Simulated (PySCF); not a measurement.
Species: CH12Si4.
SMILES with atom numbers: `[CH3:1][Si:2]([SiH3:3])([SiH3:4])[SiH3:5]` (hydrogens: H6, H7, H8 on C1; H9, H10, H11 on Si3; H12, H13, H14 on Si4; H15, H16, H17 on Si5)

Computed with PySCF at PBE0/def2-SVPD, non-relativistic, on one gas-phase PBE0-D3(BJ)/def2-SVP geometry that isn't relaxed in the solvent. The solvent is an IEF-PCM continuum (cavity from Bondi-type radii × 1.2), and excitations are vertical TDDFT with non-equilibrium linear response and a frozen core. Only the electrostatic response of the medium enters.

Gas-phase singlets (H = HOMO, L = LUMO):

| state | E (eV) | λ (nm) | f | leading configurations |
| --- | --- | --- | --- | --- |
| S1 | 6.212 | 200 | 0.017 | H→L 91% |
| S2 | 6.226 | 199 | 0.017 | H-1→L 91% |
| S3 | 6.378 | 194 | 0.000 | H→L+2 37%, H-1→L+1 36% |
| S4 | 6.412 | 193 | 0.004 | H→L+1 38%, H-1→L+2 36% |
| S5 | 6.766 | 183 | 0.177 | H-1→L+2 40%, H→L+1 37% |

Question: How does the list change in methanol (ε = 32.61)?

Answer: 
| state | E (eV) | λ (nm) | f | leading configurations | change by rank (eV) |
| --- | --- | --- | --- | --- | --- |
| S1 | 6.243 | 199 | 0.031 | H→L 92% | +0.031 |
| S2 | 6.256 | 198 | 0.031 | H-1→L 91% | +0.030 |
| S3 | 6.348 | 195 | 0.000 | H→L+2 35%, H-1→L+1 35% | -0.030 |
| S4 | 6.398 | 194 | 0.005 | H→L+1 36%, H-1→L+2 34% | -0.014 |
| S5 | 6.710 | 185 | 0.331 | H-1→L+2 41%, H→L+1 38% | -0.056 |

Question: The ground-state energy changes by -0.037 eV from gas to methanol. By how much does the total energy of gas-phase S1 change?

Answer: E(S1) = E(S0) + excitation energy, so it changes by -0.037 + 0.031 = -0.006 eV: it is lowered less than the ground state, which is what a blue shift means. This is the vertical state, with the slow part of the continuum still set for S0.

Question: How do the frontier levels move from gas to methanol?

Answer: 
```
orbital  gas (eV)  solvent (eV)  change (eV)
 LUMO+2     -0.15         -0.02        +0.13
 LUMO+1     -0.15         -0.02        +0.13
   LUMO     -0.36         -0.17        +0.19
   HOMO     -7.75         -7.60        +0.15
 HOMO-1     -7.76         -7.61        +0.15
 HOMO-2     -8.78         -8.57        +0.21
 HOMO-3     -9.61         -9.51        +0.10
```

The HOMO–LUMO gap goes from 7.39 to 7.43 eV.
